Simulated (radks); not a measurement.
Results of a calculation; reference values are marked as such.
Spherical quantum dot in the effective-mass picture: electrons in a parabolic well V = omega^2 r^2 / 2 with omega = 3.68, with a point charge +1 (a donor) at the centre, all in effective atomic units (hartree* = m*/eps^2 hartree, bohr* = eps/m* bohr), one dielectric constant everywhere. Level of theory: non-relativistic Kohn-Sham, exchange-only LDA, spin-polarised, spherical densities (a radial shooting solver with Libxc functionals). Levels are named by radial order and angular momentum (1s, 1p, 1d, 2s, ...), and open shells are averaged over m.

N = 5, configuration 1s2 1p(up 3, down 0). This is the lowest configuration that the search found. Occupied and some empty levels:

level,occupation,eigenvalue (hartree*),<r> (bohr*)
1s up,1,8.9152,0.5809
1s down,1,9.2702,0.5749
1p up,3,12.620,0.8096
1p down,0,13.034,0.8114
2s up,0,15.711,0.8843
2s down,0,16.011,0.8912
1d up,0,16.073,0.9700
1d down,0,16.468,0.9761
1f up,0,19.541,1.103
1f down,0,19.892,1.111

Energy (hartree*): total 41.7266, kinetic 18.655, external 11.374, Hartree 15.629, exchange-correlation -3.9319.
